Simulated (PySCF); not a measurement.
H₂MgO₂, SMILES [OH][Mg][OH]. Atoms are numbered in the order given.

```xyz
5

Mg     0.0000     0.0000    -0.0217
O      0.0725     1.7953     0.0492
O     -0.0725    -1.7953     0.0492
H     -0.4054     2.5681    -0.2638
H      0.4054    -2.5681    -0.2638
```
Charge 0, spin multiplicity 1.

Geometry: PBE-D3(BJ)/def2-TZVP. One conformer was computed; it need not be the lowest.

The numbers are results of TDA-PBE/def2-SVPD (PySCF), not measurements.

Vertical excitations.  State labels are in the subgroup C2.

**Question.** Give excitation energies, oscillator strengths and character. (The exact figures need the calculation; the answer reports its results.)

**Answer.** 
```
state  symmetry  energy (eV)  λ (nm)      f                                                  main pairs
-----  --------  -----------  ------  -----  ----------------------------------------------------------
S1            B         4.52     274  0.015                                              HOMO→LUMO 99 %
S2            A         4.60     270  0.033                                            HOMO−1→LUMO 99 %
S3            B         4.89     253  0.087                                            HOMO−2→LUMO 96 %
S4            A         4.97     249  0.044                                            HOMO−3→LUMO 97 %
S5            A         6.12     203  0.018                                            HOMO→LUMO+1 97 %
S6            B         6.20     200  0.011                        HOMO−1→LUMO+1 85 %, HOMO→LUMO+2 13 %
S7            A         6.34     196  0.004                      HOMO−2→LUMO+1 54 %, HOMO−1→LUMO+2 45 %
S8            A         6.39     194  0.028                                            HOMO→LUMO+3 88 %
S9            B         6.39     194  0.004    HOMO→LUMO+2 45 %, HOMO−1→LUMO+3 32 %, HOMO−3→LUMO+1 14 %
S10           B         6.47     192  0.031  HOMO−1→LUMO+3 45 %, HOMO−3→LUMO+1 35 %, HOMO−2→LUMO+2 18 %
T1            B         4.29     289      0                                             HOMO→LUMO 100 %
T2            A         4.35     285      0                                            HOMO−1→LUMO 99 %
T3            B         4.49     276      0                                            HOMO−2→LUMO 99 %
T4            A         4.60     270      0                                            HOMO−3→LUMO 99 %
```
Triplets are in the Tamm–Dancoff approximation.
